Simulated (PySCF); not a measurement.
## Static response to an electric field

Species: C₂H₄Ge.
Structure used (PBE0-D3(BJ)/def2-SVP), in Å, numbered top down from 1:
```
atom  x, y, z in Å
C1     1.9397    0.4584    0.4133
C2     0.7668    0.1898    0.2385
Ge3   -1.0620   -0.2487   -0.0390
H4     2.9765    0.6997    0.5673
H5    -1.4397    0.0973   -1.4863
H6    -1.2531   -1.7512    0.2124
H7    -1.9216    0.5645    0.9392
```

Level: wB97X-D/def2-SVPD (PySCF), static field, nuclei fixed, core orbitals frozen in the response. The polarisability tensor in these axes (au):

```
x   69.01  5.62  3.62
y    5.62 46.20  0.84
z    3.62  0.84 45.43
```

Question: Diagonalise the tensor; give its mean and Δα, where Δα² is half the sum of the squared differences of the eigenvalues.

Answer: Principal values 44.88, 44.89 and 70.87 au; mean 53.55 au = 7.93 Å³ = 8.83 × 10⁻⁴⁰ C²·m²/J; Δα = 25.98 au (49 % of the mean).

Question: What is the dipole moment?

Answer: 0.01 D at this geometry.

Question: What would n − 1 = 2πNα be for an ideal gas of these molecules at 350 K and 1 atm, electronic part alone?

Answer: N = p/kT = 2.0968 × 10¹⁹ cm⁻³, so n − 1 = 2π × N × 7.93 × 10⁻²⁴ cm³ = 1045 × 10⁻⁶ at long wavelengths.

Question: Find the Langevin capture rate constant for O2+ (31.990 u) meeting this molecule (101.952 u), k = 2.342 × 10⁻⁹ cm³/s × √(α in Å³ / reduced mass in u).

Answer: The reduced mass is 24.35 u, so k = 1.34 × 10⁻⁹ cm³/s.

Question: Form Σ f/ω² (atomic units) for the 10 lowest TDDFT singlets, given as eV and f, and set it beside the mean polarisability, which is this sum over all singlets: 6.18, 0.0000; 6.43, 0.0012; 6.43, 0.0011; 7.78, 0.0024; 7.78, 0.0024; 8.44, 0.0136; 8.44, 0.0138; 8.70, 0.7193; 8.87, 0.0934; 8.87, 0.0934.

Answer: They add up to 9.18 au, 17.1 % of the 53.55 au; the largest single term is 7.03 au, from the state at 8.70 eV. Terms in order: 0.00, 0.02, 0.02, 0.03, 0.03, 0.14, 0.14, 7.03, 0.88, 0.88 au. Higher excitations give the rest. The strengths listed sum to 0.941.

Question: Rayleigh depolarisation ratio (linearly polarised light, static tensor)?

Answer: ρ = 3Δα²/(45ᾱ² + 4Δα²) = 2024.6/(129031 + 2699.5) = 0.0154.

Question: What are the principal values of the traceless quadrupole moment, Θ = ½Σq(3rr − r²1), about the centre of nuclear charge?

Answer: -3.38, -3.38, 6.77 D·Å. The electronic extent ⟨r²⟩ about the same centre is 360 bohr², a root-mean-square distance of 1.45 Å for the 48 electrons.

Geometry: PBE0-D3(BJ)/def2-SVP; no solvent, vibrations or thermal averaging. The calculation is non-relativistic, for germanium too.

The run behind these numbers computed excited states and ΔSCF ions as well. Hardware: one thread of an Arm Neoverse V1 (shared host). Cost: 14 s of wall time.
